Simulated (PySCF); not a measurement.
C5H4O2, SMILES C=C1OC=CC1=O. Coordinates come from a PBE-D3(BJ)/def2-SVP optimisation.

Computed with PBE-D3(BJ)/def2-SVP (PySCF).

Harmonic wavenumbers (cm⁻¹): 164, 272, 312, 491, 502, 611, 725, 736, 754, 809, 809, 878, 883, 908, 1021, 1061, 1162, 1241, 1314, 1337, 1579, 1684, 1761, 3100, 3172, 3211, 3215. Rotational constants (GHz): 3.927, 3.609, 1.881; symmetry number 1.

### Question
Work out the zero-point energy and the ideal-gas rigid-rotor harmonic-oscillator thermochemistry at 298.15 K and 1 atm.

### Answer
ZPE = ½ Σ hcν = ½ × 33713 cm⁻¹ = 201.65 kJ/mol. H − E(el) = 218.99 kJ/mol. Entropy in J/(mol K): translation 165.68, rotation 112.51, vibration 38.25, total 316.44. G − E(el) = 124.64 kJ/mol. Cp = 97.49 J/(mol K).
